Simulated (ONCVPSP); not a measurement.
Tc (Z = 43): excitation energies, all-electron against ONCV

```json
{
  "Element": "Tc (Z = 43)",
  "Generator": "ONCVPSP 4.0.1",
  "Type": "optimised norm-conserving Vanderbilt (ONCV)",
  "Functional": "LDA (Perdew-Wang 92)",
  "Relativity": "fully relativistic",
  "Frozen core": "[Ar] 3d10",
  "Valence charge": "15",
  "Reference configuration": "4s2 4p6 4d5 (charge +2)",
  "Partial waves": "4s: rc 1.60 bohr, ncon 4, nbas 8, qcut 5.7 1/bohr, 2 projectors, debl 2.6 Ha; 4p: rc 1.65 bohr, ncon 5, nbas 8, qcut 8.2 1/bohr, 2 projectors, debl 2.6 Ha; 4d: rc 2.45 bohr, ncon 4, nbas 9, qcut 6.4 1/bohr, 2 projectors, debl 0.8 Ha",
  "Local potential": "polynomial inside 1.05 bohr (lpopt 5, dvloc0 2 Ha)",
  "Core correction": "polynomial model core, fcfact 0.45"
}
```

Open shells are filled in proportion to 2j + 1.

In the s channel the program set the typed energies aside and used -3.296, 0.250 Ha. In the d channel the program set the typed energies aside and used -0.831, 0.250 Ha (j = l + 1/2; the other j can differ).

Energies are relative to the spin-unpolarised reference configuration 4s2 4p6 4d5; without spin polarisation the order of configurations can differ from experiment.

```
valence configuration  charge  ΔE all-electron (eV)  error AE − PS (meV)
      4s2 4p6 4d5 5s2       0               -23.619                 -1.2
          4s2 4p6 4d4      +3                28.926                  +39
  4s2 4p6 4d5 5s1 5p1       0               -19.786                  0.0
```

Problem. What are ΔE and the potential's error for 4s2 4p6 4d5 5s1?

Solution. ΔE = -15.195 eV all-electron; the error (AE − PS) is -0.2 meV.

Levels in the configuration 4s2 4p6 4d4:

```
   level  all-electron (eV)  pseudo (eV)
4s j=1/2           -103.696     -103.589
4p j=3/2            -74.502      -74.421
4p j=1/2            -77.567      -77.480
4d j=5/2            -35.219      -35.126
4d j=3/2            -35.570      -35.473
```
